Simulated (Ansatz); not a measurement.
Isolated molecules relaxed with PBE0-D4/def2-TZVP in Ansatz; ΔE leaves out vibrations. CCSD(T)/CBS adds triple-zeta CCSD(T) − MP2 to the extrapolated MP2 energy (def2 sets, frozen cores). Functionals use def2-TZVPP. B3LYP here is the variant with VWN-RPA as its local correlation; programs differ in this. For As outer-core shells are correlated without core-valence functions, which leaves a few kJ/mol of doubt a bond. Scalar relativity is left out up to krypton. Each species was taken in one conformer, which may not be the lowest.

Reaction (cleavage of the Si–Si bond): `C[SiH2][SiH2][AsH2]` + `S[SiH2]Cl` → `C[SiH2]S[SiH2]Cl` + `[SiH3][AsH2]`

| level | ΔE (kJ/mol) | difference from CCSD(T)/CBS |
| --- | --- | --- |
| r2SCAN-D4 | -58.6 | 3.0 |
| B3LYP-D4 | -57.3 | 4.3 |
| B2PLYP | -60.4 | 1.2 |
| r2SCAN | -58.4 | 3.2 |
| HF/def2-TZVPP | -66.2 | -4.6 |
| SCS-MP2/def2-TZVPP | -66.4 | -4.8 |
| CCSD(T)/def2-TZVPP | -58.5 | 3.1 |
| HF/def2-QZVPP | -66.8 | -5.2 |
| MP2/CBS(def2) | -71.0 | -9.4 |
| CCSD/CBS(def2) | -61.6 | 0.0 |
| CCSD(T)/CBS | -61.6 | 0 |

Largest T1 diagnostic among the species: 0.012.

From PBE to PBE0 (25 % exact exchange), in def2-TZVPP and without D4, ΔE moves by −4.7 kJ/mol.
